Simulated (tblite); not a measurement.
Species: C₂H₉N₃O₂Si₂.
Z-matrix (Å and degrees, GFN2-xTB geometry), rows numbered from 1:
```
O 
C   1  1.2097
N   2  1.3302  1  121.56
Si  3  1.7578  2  112.33  1     0.80
N   4  1.7018  3  111.99  2   -70.21
C   5  1.4508  4  117.15  3  -139.78
Si  6  1.9052  5  107.14  4    26.91
O   7  1.6263  6  114.99  5  -136.10
N   7  1.7205  6   96.66  5   -14.81
H   2  1.1045  1  122.38  3   179.79
H   3  1.0046  2  120.37  1  -178.34
H   4  1.4654  3  107.10  2    64.09
H   5  1.0079  4  121.21  3    70.57
H   6  1.0921  5  109.09  4   148.61
H   6  1.0975  5  110.94  4   -94.34
H   7  1.4556  6  115.68  5   106.27
H   8  0.9542  7  121.87  6    53.39
H   9  1.0023  4  122.44  3   -51.91
```

Computed with GFN2-xTB (tblite): harmonic, unscaled wavenumbers at the GFN2-xTB geometry, gas phase. The method is semi-empirical: single wavenumbers can be off by several per cent or more. Modes of hydrogen on silicon can be 10 to 20 % off. One conformer, not necessarily the lowest.

Harmonic wavenumbers (cm⁻¹): 41.5, 67.2, 105.4, 114.1, 136.3, 188.8, 210.8, 245.3, 271.5, 308.8, 323.2, 351.4, 429.4, 528.4, 540.7, 586.0, 632.9, 640.8, 667.2, 702.3, 756.5, 778.0, 792.0, 800.1, 831.3, 890.0, 906.5, 939.5, 941.3, 1128.1, 1133.0, 1140.0, 1169.6, 1197.3, 1347.4, 1352.5, 1386.9, 1494.0, 1734.7, 2242.2, 2320.9, 2786.3, 2869.4, 2954.6, 3455.1, 3495.2, 3537.6, 3655.5.

A = 3370, B = 653.6, C = 592.4 MHz; mass 163.023 u (most abundant isotopes); point group C1, symmetry number 1.

Question: Zero-point energy?

Answer: Half the sum of the wavenumbers: 27564 cm⁻¹ = 329.74 kJ/mol.

Question: What is S at 500 K and 1 bar for an ideal gas of classical rigid rotors and harmonic oscillators?

Answer: Translation 183.13, rotation 131.50, vibration 249.80: S = 564.4 J/(mol K).

Question: And Cp and H(500 K) − H(0)?

Answer: Cp = 259.74 J/(mol K), of which vibrations give 226.48 (their classical limit is 48 R = 399.1); H(500 K) − H(0) = 79.65 kJ/mol without the zero-point energy, 63.02 from vibrations.

Question: What must be added to the electronic energy to get the Gibbs energy at 500 K and 1 bar?

Answer: ZPE + [H(500 K) − H(0)] − T·S = 329.74 + 79.65 − 282.22 = 127.17 kJ/mol.

Question: Blend soft modes into free rotors: weight 1/[1 + (100 cm⁻¹/ν̃)⁴] for the oscillator and the rest for a rotor with moment μB/(μ + B), μ = h/(8π²ν), B = 10⁻⁴⁴ kg m². What vibrational entropy results?

Answer: 232.14 J/(mol K) in place of 249.80, which changes −T·S at 500 K by +8.83 kJ/mol.

Question: How do the functions run with temperature in this model?

Answer: 
```csv
T (K),S (J/(mol K)),Cp (J/(mol K)),H − H(0) (kJ/mol),G − H(0) (kJ/mol),ln q(vib)
150,346.2,116.1,11.11,-40.82,3.71
250,417.4,166.2,25.25,-79.09,6.98
298.15,448.6,188.6,33.80,-99.95,8.54
400,509.9,229.0,55.15,-148.81,11.79
600,614.0,283.7,106.87,-261.53,17.85
900,739.0,331.7,199.85,-465.26,25.98
```

q(vib) and H(0) count from the zero-point level.

Question: Which modes carry the vibrational entropy at 500 K?

Answer: 41.5 cm⁻¹: 25.99; 67.2 cm⁻¹: 21.99; 105.4 cm⁻¹: 18.27; 114.1 cm⁻¹: 17.61; 136.3 cm⁻¹: 16.15; 188.8 cm⁻¹: 13.49 J/(mol K); the other 42 give 136.30 together.

Hindered rotation and anharmonicity are outside this model. Other conformers, if any are populated, would add a mixing term that is left out. The structure is chiral; the term R ln 2 for an equal mix with its mirror image is left out.

Time: 1.4 s. Hardware: one thread of an Arm Neoverse N1, shared host. The figure is for the frequency step alone.
